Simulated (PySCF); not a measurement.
Input for PySCF: U-HF/LANL2DZ on FHMgSe (SMILES [F][Mg][SeH]), a point of a bond scan (R = 1.180 Å).

```python
from pyscf import gto, scf, dft, mp
from pyscf.data.elements import chemcore

mol = gto.M(
    atom='''
    Mg    0.53471100   -1.04785740    0.34360513
    F     1.29905719   -2.54739150    0.84087691
    Se   -0.50665601    1.00609324   -0.37394579
    H    -0.80672514    1.23613241    0.74361320
    ''',
    basis='lanl2dz',
    ecp={'Mg': 'lanl2dz', 'Se': 'lanl2dz'},
    charge=0, spin=0, verbose=3, max_memory=1800)
mf = scf.UHF(mol)
mf.conv_tol = 1e-8
mf.max_cycle = 100
mf.init_guess_breaksym = True
mf.kernel()
if not mf.converged:
    mf = mf.newton().run(mf.mo_coeff, mf.mo_occ)
for _ in range(4):
    mo, _, stable, _ = mf.stability(return_status=True)
    if stable:
        break
    mf.kernel(mf.make_rdm1(mo, mf.mo_occ))
```

The log:

```
converged SCF energy = -109.877874338937  <S^2> = 2.2949003e-09  2S+1 = 1
<class 'pyscf.scf.uhf.UHF'> wavefunction is stable in the internal stability analysis
```

The run converged.

Cost: about 0.4 core-seconds (a rough figure).
